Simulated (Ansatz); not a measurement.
All values below come from B3LYP-D3(BJ)/def2-TZVP in Ansatz (a quantum-chemistry and plane-wave program). No frequencies were computed at this level.

Ansatz 0.2 input:
```yaml
crystal:
  periodic: [false, false, false]
  atoms:
    - { symbol: N, position_ang: [-0.394637, -1.158671, 0.241144] }
    - { symbol: Ga, position_ang: [0.187776, 0.547416, -0.127997] }
    - { symbol: S, position_ang: [-1.337112, 2.15803, -0.322278] }
    - { symbol: S, position_ang: [2.382605, 0.911994, -0.199491] }
    - { symbol: H, position_ang: [0.200575, -1.973342, 0.157405] }
    - { symbol: H, position_ang: [-1.355444, -1.451289, 0.114563] }
    - { symbol: H, position_ang: [-2.317557, 1.309385, -0.025132] }
    - { symbol: H, position_ang: [2.633794, -0.343521, 0.161787] }
basis:
  gaussian: { orbitals: def2-tzvp }
hamiltonian:
  xc: b3lyp
  dispersion: d3bj
relax:
  max_steps: 150
```

Output:

```
Functional definition: B3LYP
1276 factors; their error is unknown
mean field evaluation 1: about -75600.4569 eV, gradient 7.4e1 eV
mean field evaluation 2: about -75566.8823 eV, gradient 1.3e2 eV
mean field evaluation 4: about -75610.0068 eV, gradient 1.1e1 eV
mean field evaluation 8: about -75610.2549 eV, gradient 2.1e-1 eV
mean field evaluation 16: about -75610.4354 eV, gradient 2.1e-4 eV
mean field -75610.43535068 eV, -2778.6322485436 hartree, gradient 1.9e-5 eV, S^2 0.000000; 0 other end points of the search recorded, 0 dependent functions left out
reference -75610.43560156 eV, -2778.6322577635 hartree; 37, 37 occupied and 140, 140 virtual orbitals, 1276 factors
relax step   1: F+E_penalty+E_count = -75610.78604134 eV  Δ(F+E_penalty+E_count) = +0.000e0 eV  max|allowed force component| = 4.859e-1 eV/Å  Δτ_max = 0.0000 Å  (29 SCF iters, accepted)
these checks for a lower state are left out or cut short: starts, cluster_reference, orbital_swaps, neighbouring_geometries, increment
1276 factors; their error is unknown
mean field -75610.44426373 eV, -2778.6325760921 hartree, gradient 1.4e-5 eV, S^2 0.000000; 0 other end points of the search recorded, 0 dependent functions left out
reference -75610.44451411 eV, -2778.6325852934 hartree; 37, 37 occupied and 140, 140 virtual orbitals, 1276 factors
relax step   2: F+E_penalty+E_count = -75610.79500515 eV  Δ(F+E_penalty+E_count) = -8.964e-3 eV  max|allowed force component| = 5.618e-1 eV/Å  Δτ_max = 0.1974 Å  (36 SCF iters, accepted)
these checks for a lower state are left out or cut short: starts, cluster_reference, orbital_swaps, neighbouring_geometries, increment
1276 factors; their error is unknown
mean field evaluation 32: about -75610.4457 eV, gradient 2.7e-3 eV
mean field -75610.44573520 eV, -2778.6326301678 hartree, gradient 1.3e-5 eV, S^2 0.000000; 0 other end points of the search recorded, 0 dependent functions left out
reference -75610.44598580 eV, -2778.6326393772 hartree; 37, 37 occupied and 140, 140 virtual orbitals, 1276 factors
relax step   3: F+E_penalty+E_count = -75610.79941021 eV  Δ(F+E_penalty+E_count) = -4.405e-3 eV  max|allowed force component| = 5.461e-1 eV/Å  Δτ_max = 0.1459 Å  (30 SCF iters, accepted)
these checks for a lower state are left out or cut short: starts, cluster_reference, orbital_swaps, neighbouring_geometries, increment
1276 factors; their error is unknown
mean field -75610.46925875 eV, -2778.6334946424 hartree, gradient 1.4e-5 eV, S^2 0.000000; 0 other end points of the search recorded, 0 dependent functions left out
reference -75610.46950805 eV, -2778.6335038040 hartree; 37, 37 occupied and 140, 140 virtual orbitals, 1276 factors
relax step   4: F+E_penalty+E_count = -75610.82183228 eV  Δ(F+E_penalty+E_count) = -2.242e-2 eV  max|allowed force component| = 8.141e-2 eV/Å  Δτ_max = 0.0621 Å  (31 SCF iters, accepted)
these checks for a lower state are left out or cut short: starts, cluster_reference, orbital_swaps, neighbouring_geometries, increment
1276 factors; their error is unknown
mean field -75610.47021011 eV, -2778.6335296042 hartree, gradient 1.4e-5 eV, S^2 0.000000; 0 other end points of the search recorded, 0 dependent functions left out
reference -75610.47045952 eV, -2778.6335387697 hartree; 37, 37 occupied and 140, 140 virtual orbitals, 1276 factors
relax step   5: F+E_penalty+E_count = -75610.82210158 eV  Δ(F+E_penalty+E_count) = -2.693e-4 eV  max|allowed force component| = 6.306e-2 eV/Å  Δτ_max = 0.0353 Å  (31 SCF iters, accepted)
these checks for a lower state are left out or cut short: starts, cluster_reference, orbital_swaps, neighbouring_geometries, increment
1276 factors; their error is unknown
mean field -75610.47006414 eV, -2778.6335242397 hartree, gradient 1.4e-5 eV, S^2 0.000000; 0 other end points of the search recorded, 0 dependent functions left out
reference -75610.47031330 eV, -2778.6335333963 hartree; 37, 37 occupied and 140, 140 virtual orbitals, 1276 factors
relax step   6: F+E_penalty+E_count = -75610.82245272 eV  Δ(F+E_penalty+E_count) = -3.511e-4 eV  max|allowed force component| = 1.625e-2 eV/Å  Δτ_max = 0.0106 Å  (33 SCF iters, accepted)
these checks for a lower state are left out or cut short: starts, cluster_reference, orbital_swaps, neighbouring_geometries, increment
1276 factors; their error is unknown
mean field -75610.47009388 eV, -2778.6335253329 hartree, gradient 1.4e-5 eV, S^2 0.000000; 0 other end points of the search recorded, 0 dependent functions left out
reference -75610.47034304 eV, -2778.6335344893 hartree; 37, 37 occupied and 140, 140 virtual orbitals, 1276 factors
relax step   7: F+E_penalty+E_count = -75610.82247038 eV  Δ(F+E_penalty+E_count) = -1.766e-5 eV  max|allowed force component| = 8.019e-4 eV/Å  Δτ_max = 0.0034 Å  (34 SCF iters, accepted)
1276 factors; their error is unknown
mean field evaluation 64: about -75610.4701 eV, gradient 4.0e-5 eV
mean field -75610.47009388 eV, -2778.6335253328 hartree, gradient 4.0e-5 eV, S^2 0.000000; 1 other end points of the search recorded, 0 dependent functions left out
reference -75610.47034304 eV, -2778.6335344893 hartree; 37, 37 occupied and 140, 140 virtual orbitals, 1276 factors
Total energy: -75610.82271954 eV, -2778.6464840868 hartree
Atom 0 at    -0.415555    -1.215381     0.264635 Å, force     0.000346     0.000801     0.000247 eV/Å
Atom 1 at     0.163604     0.482585    -0.063613 Å, force     0.000107    -0.000024     0.000324 eV/Å
Atom 2 at    -1.258124     2.165248    -0.280587 Å, force     0.000059     0.000045     0.000055 eV/Å
Atom 3 at     2.321232     0.968759    -0.153372 Å, force    -0.000186    -0.000003    -0.000374 eV/Å
Atom 4 at     0.201430    -2.007483     0.184135 Å, force     0.000037    -0.000067     0.000135 eV/Å
Atom 5 at    -1.378339    -1.479099     0.130214 Å, force    -0.000098    -0.000074    -0.000570 eV/Å
Atom 6 at    -2.344385     1.387393    -0.131108 Å, force    -0.000283    -0.000278     0.000038 eV/Å
Atom 7 at     2.710136    -0.302021     0.049696 Å, force     0.000018    -0.000402     0.000144 eV/Å
Dipole moment:    -0.193767    -0.581420    -0.021020 e Å
```

Cost: around 50 core-seconds (rough).
